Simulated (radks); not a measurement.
Results of a calculation; reference values are marked as such.
Ga2+, configuration [Ar] 3d10 5s1 (not the ground configuration). Code: a radial shooting solver on a logarithmic mesh with Libxc functionals. Model: scalar-relativistic Kohn-Sham, BLYP, spin-unpolarised, spherical densities, point nucleus.

Local quantities along the radius. ELF = 1/(1 + alpha^2) is the electron localisation function; alpha = (tau - tau_W)/tau_unif compares the Pauli kinetic energy density with that of the uniform gas; 4 pi r^2 rho is in e/bohr. tau is taken from the large components.

r (bohr)    ELF      alpha  4 pi r^2 rho
0.003854  1.000    0.01974         3.393
0.00514   1.000    0.02169         5.490
0.006855  0.999    0.02488         8.650
0.009143  0.999    0.03012         13.16
0.01219   0.998    0.03909         19.10
0.01627   0.997    0.05550         26.06
0.02169   0.992    0.08847         32.79
0.02893   0.974     0.1627         37.26
0.03859   0.892     0.3487         37.53
0.05147   0.605     0.8085         33.92
0.06865   0.313      1.482         30.57
0.09156   0.357      1.343         32.94
0.1221    0.650     0.7333         40.50
0.1629    0.800     0.5001         43.62
0.2172    0.682     0.6822         34.98
0.2898    0.274      1.629         23.31
0.3865    0.328      1.432         22.09
0.5154    0.695     0.6618         26.52
0.6875    0.769     0.5474         23.17
0.9169    0.637     0.7542         13.26
1.223     0.334      1.411         5.296
1.631     0.110      2.842         1.586
2.176     0.011      9.518        0.3097
2.902     0.000      47.92       0.09768
3.87      0.935     0.2632        0.3001
5.162     1.000   0.004997        0.2570
6.885     1.000  0.0001734       0.06691
9.182     1.000  7.073e-06      0.004739

On this mesh the ELF has minima near r = 0.079, 0.33, 2.5 bohr, which separate the shells, and maxima near 0.16 (0.80), 0.69 (0.77).
